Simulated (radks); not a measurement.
Results of a calculation; reference values are marked as such.
Sb3+, configuration [Kr] 4d9 5s1 5p2 (not the ground configuration).

Level of theory: scalar-relativistic Kohn-Sham, r2SCAN, spin-polarised, spherical densities, finite nucleus; open shells are filled with parallel spins first (spin-orbit coupling, left out, can overturn this in heavy ions); meta-GGA in the generalised Kohn-Sham scheme; Fermi nuclear charge, rms radius 4.6802 fm (a radial shooting solver on a logarithmic mesh with Libxc functionals).

Energy parts (hartree):
total: -6478.73074
kinetic: 6776.27649
electron-nucleus: -15600.91207
Hartree: 2515.32947
exchange-correlation: -169.42463

Orbitals (lengths in bohr, moments of r in powers of bohr; <r^-3> diverges for s and p1/2; r(max) is where P^2 peaks):
| orbital | occ. | eigenvalue (hartree) | r(max) | <1/r> | <r^-3> |
|---|---|---|---|---|---|
| 1s up | 1 | -1117.192 | 0.01835 | 54.32 | - |
| 1s down | 1 | -1117.185 | 0.01835 | 54.32 | - |
| 2s up | 1 | -171.8661 | 0.1036 | 12.43 | - |
| 2s down | 1 | -171.8488 | 0.1036 | 12.43 | - |
| 2p up | 3 | -154.3339 | 0.08307 | 11.91 | 5037 |
| 2p down | 3 | -154.3178 | 0.08307 | 11.92 | 5038 |
| 3s up | 1 | -35.11661 | 0.2994 | 4.438 | - |
| 3s down | 1 | -35.10856 | 0.2995 | 4.438 | - |
| 3p up | 3 | -29.36283 | 0.2931 | 4.217 | 947.4 |
| 3p down | 3 | -29.35188 | 0.2931 | 4.217 | 946.9 |
| 3d up | 5 | -20.60264 | 0.2446 | 3.977 | 129.8 |
| 3d down | 5 | -20.58512 | 0.2447 | 3.977 | 129.8 |
| 4s up | 1 | -7.06035 | 0.7219 | 1.760 | - |
| 4s down | 1 | -6.99824 | 0.7223 | 1.759 | - |
| 4p up | 3 | -5.27739 | 0.7600 | 1.610 | 175.9 |
| 4p down | 3 | -5.21551 | 0.7605 | 1.610 | 175.7 |
| 4d up | 5 | -2.66131 | 0.8372 | 1.327 | 17.86 |
| 4d down | 4 | -2.58976 | 0.8370 | 1.337 | 18.11 |
| 5s up | 1 | -1.63945 | 1.776 | 0.6620 | - |
| 5s down | 0 | -1.43865 | 1.760 | 0.6698 | - |
| 5p up | 2 | -1.22533 | 2.011 | 0.5767 | 23.97 |
| 5p down | 0 | -1.04216 | 2.050 | 0.5579 | 22.33 |

The highest occupied level is 5p up at -33.343 eV. The configuration is held as typed, so some empty levels lie below it. Summed over all electrons, <r^2> = 34.30 bohr^2, which gives a Langevin (diamagnetic) susceptibility term of -27.2 x 10^-6 cm^3/mol. The density falls to 0.001 e/bohr^3 at r = 3.73 bohr. Spin moment in Bohr magnetons: 4. The electron density at the nucleus is 2.15e+05 e/bohr^3 (large components only). The spin density at the nucleus is 67.81 e/bohr^3 (1s -0.03, 2s -0.64, 3s 1.17, 4s 0.95, 5s 66.36).
